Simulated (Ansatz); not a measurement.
Cost and result up the ladder for Pd4S3 (the lowest singlet isomer of a short search) (7 atoms). The state is a singlet with charge 0. Geometry: r2SCAN-D4/def2-SVP.

```xyz
7

Pd   -0.929    1.582    0.505
Pd    0.819   -0.431    1.662
Pd   -1.444   -1.238    0.027
Pd    0.915    0.051   -1.292
S     1.338    1.481    0.555
S     0.712   -1.945   -0.025
S    -1.411    0.500   -1.432
```

Ansatz on 4 threads of Intel Xeon 6975P-C on a shared host. Times are rough, and most runs start from the orbitals of an earlier one. No level here is sound enough to serve as a yardstick. Binding counts from free atoms at the same level (Pd singlet, S triplet; other spins of the atoms weren't run), without zero-point energy or a counterpoise term.

In the def2 sets Pd takes a core potential; there is no spin–orbit coupling. HSE06 is defined as in plane-wave codes, on full-range PBE exchange. Correlated methods freeze 15 core orbitals; core or outer-core shells of Pd are correlated, in sets that lack core-valence functions. No other spin state of charge 0 was run. The structure comes from a short search, and lower isomers may exist.

Run but left out: MP2/def2-TZVP (restricted singlet, unstable towards broken spin symmetry).

Correlated methods converge slowly with the basis.

```
                         level  functions  wall time
         LDA (SPW92)/def2-TZVP        271      1.9 s
               PBE-D4/def2-SVP        178        2 s
PBE-D4/def2-TZVP (with forces)        271      3.8 s
              PBE0-D4/def2-SVP        178      3.8 s
           r2SCAN-D4/def2-TZVP        271      7.5 s
            HSE06-D4/def2-TZVP        271      7.5 s
             PBE0-D4/def2-TZVP        271       10 s
             RPA@PBE/def2-TZVP        271       11 s
          r2SCAN0-D4/def2-TZVP        271       11 s
```

(1) Estimate what each level gives for the binding energy per atom (eV).

Results:

(1) 
| level | binding energy per atom (eV) | remarks |
| --- | --- | --- |
| LDA (SPW92)/def2-TZVP | 3.75 | restricted SCF unstable in HF |
| PBE-D4/def2-SVP | 3.03 | restricted SCF unstable in HF |
| PBE-D4/def2-TZVP (with forces) | 3.11 | restricted, untested |
| PBE0-D4/def2-SVP | 2.55 | restricted SCF unstable in HF |
| r2SCAN-D4/def2-TZVP | 3.09 | restricted SCF unstable in HF |
| HSE06-D4/def2-TZVP | 2.64 | restricted SCF unstable in HF |
| PBE0-D4/def2-TZVP | 2.63 | restricted SCF unstable in HF |
| RPA@PBE/def2-TZVP | 2.55 | – |
| r2SCAN0-D4/def2-TZVP | 2.61 | restricted SCF unstable in HF |
